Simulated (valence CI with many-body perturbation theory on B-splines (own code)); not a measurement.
Results of a calculation; reference values are marked as such.
# S²⁺: what the settings do

Method: valence CI with perturbative core correlation (CI+MBPT): four valence electrons over a frozen Dirac-Fock core [Ne], a basis of 6 s, 6 p, 5 d, 3 f, 1 g functions for each j, with the one-electron correlation potential Σ1 (screened to all orders), the two-electron term Σ2, the three-electron term Σ3, Breit, model QED; selected single and double excitations, second order for the rest, scaled by the run's own slope (own B-spline code, finite nucleus).

Set against measurement, 27 paired levels are off by 165 cm⁻¹ on average, the worst by 420.

The reference run has the lowest level 3s²3p² ³P_0 and an ionisation energy of 34.8138 eV. Its largest variational space holds 10588 state functions.

Names give the largest LS component (configuration and term), which can be under half, so a name can repeat, a term be missing and a line seem to break the LS rules; names also repeat where a configuration has a term twice.

Changed runs:
A. averaging of valence orbitals over low configurations on → off
B. scale of Σ2 1 → 0
C. cutoff of virtual states (hartree) 512 → 120; scale of Σ1 1 → 0; scale of Σ2 1 → 0; three-electron term on → off
D. start configuration 3s2 3p2 → 3s2 3p3 (bad on purpose)

Excitation energies of the reference run in cm⁻¹, and shifts in cm⁻¹:

```tsv
Level	Reference	A	B	C
3s²3p² ³P_1	297	+0.3	-0.9	-10
3s²3p² ³P_2	832	+0.3	-1.8	-24
3s²3p² ¹D_2	11494	+1.4	+125	+82
3s²3p² ¹S_0	27476	-1.3	+244	+174
3s3p³ ⁵S°_2	58306	+5.3	-732	-1114
3s3p³ ³D°_1	83915	+5.4	-281	-762
3s3p³ ³D°_2	83944	+5.3	-280	-762
3s3p³ ³D°_3	83998	+5.2	-278	-763
3s3p³ ³P°_2	98795	+4.3	-36	-555
3s3p³ ³P°_1	98815	+4.4	-38	-555
3s3p³ ³P°_0	98821	+4.5	-38	-556
3s²3p3d ¹D°_2	104142	+8.0	+206	-413
Ionisation energy (eV)	34.8138	+0.00048	+0.1175	-0.0925
```

Run D: It gave no result: the electrons of core and valence do not add up to the charge. The program said: "core and valence hold 15 electrons, the ion has 14".
